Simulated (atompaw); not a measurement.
# Building the PAW (atompaw) potential for S (Z = 16) (PBE, scalar-relativistic).

- Element: S
- Generator: atompaw 4.2.0.5
- Type: PAW
- Functional: PBE
- Relativity: scalar-relativistic
- Frozen core: [Ne]
- Valence charge: 6
- Reference configuration: 3s2 3p4
- Partial waves: 3s (bound): rc 1.05 bohr; 3s channel at 0.35 Ry: rc 1.05 bohr; 3p (bound): rc 1.55 bohr; 3p channel at 4.8 Ry: rc 1.55 bohr
- Local potential: troulliermartins scheme with l = 2 at 0 Ry, radius 1.55 bohr
- Core correction: smooth core density matched at 1.10 bohr
- Augmentation charge: sinc compensation charge, radius 1.20 bohr; PAW radius 1.55 bohr; waves and projectors: custom polynom vanderbiltortho

All-electron outer shells of the reference configuration (PBE, scalar-relativistic, ld1.x):

```tsv
shell	level (eV)	outermost node (bohr)	outermost maximum (bohr)
2s	-211.71	0.13	0.39
2p	-156.51	–	0.33
3s	-17.26	0.60	1.40
3p	-7.01	0.58	1.61
```

Results:

| Quantity | Value |
| --- | --- |
| Cutoffs needed | 40 Ry and 55 Ry (the cutoffs (Ry, on a coarse ladder) from which the occupation-weighted sum of valence levels, in a spherical-Bessel basis at the reference potential, stays within 10 and 1 mRy of its value at 400 Ry) |
| Ghost test | no extra level below or beside the all-electron valence levels (s, p, d, f tested) (spherical-Bessel basis up to 400 Ry, 20 bohr box) |
| Lowest eigenvalue of the overlap operator | 0.61 (p channel) |
| Overlap eigenvalues printed by atompaw (projector basis) | 0.000662, 15.2, 814, 908 |
| Share of each valence orbital outside the PAW sphere | 3s 54 %, 3p 69 % |

Generation and tests took about 1.6 s on one core of a shared server CPU.
